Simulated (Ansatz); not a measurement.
Start from `F[CH2][InH][F]` and change one atom or group to get `[F][InH][CH2]I`.

Ansatz, PBE0-D4/def2-TZVP geometries, multiplicity 1. Each molecule was computed in one conformer, which needn't be the lowest.

Elements past krypton have def2 core potentials.

```
                                      property  `F[CH2][InH][F]`
            HOMO energy (PBE0/def2-TZVPP) / eV             -8.01
size of the dipole moment (PBE/def2-TZVPP) / D              1.67
            LUMO energy (PBE0/def2-TZVPP) / eV             -1.67
             LUMO energy (PBE/def2-TZVPP) / eV             -2.37
           HOMO energy (B3LYP/def2-TZVPP) / eV             -7.82
           HOMO–LUMO gap (PBE/def2-TZVPP) / eV              4.28
```

(1) What does the change do to each property? (An estimate is asked.)

Results:

(1) The calculation gave: 
| property | `[F][InH][CH2]I` | shift |
| --- | --- | --- |
| HOMO energy (PBE0/def2-TZVPP) / eV | -7.40 | 0.61 |
| size of the dipole moment (PBE/def2-TZVPP) / D | 3.09 | 1.42 |
| LUMO energy (PBE0/def2-TZVPP) / eV | -1.80 | -0.13 |
| LUMO energy (PBE/def2-TZVPP) / eV | -2.58 | -0.21 |
| HOMO energy (B3LYP/def2-TZVPP) / eV | -7.19 | 0.63 |
| HOMO–LUMO gap (PBE/def2-TZVPP) / eV | 3.72 | -0.56 |

With PBE0 the HOMO rises by 0.61 eV and the LUMO falls by 0.13 eV, so the gap narrows by about 0.74 eV. PBE moves the HOMO by 0.35 eV and ωB97M-V by 0.72 eV. Dipoles are sizes alone; their direction can turn.

B3LYP here is the variant with VWN-RPA as its local correlation; programs differ in this.

Spin–orbit coupling is left out; it splits and shifts lone-pair levels of the heavy atoms by tenths of an eV.
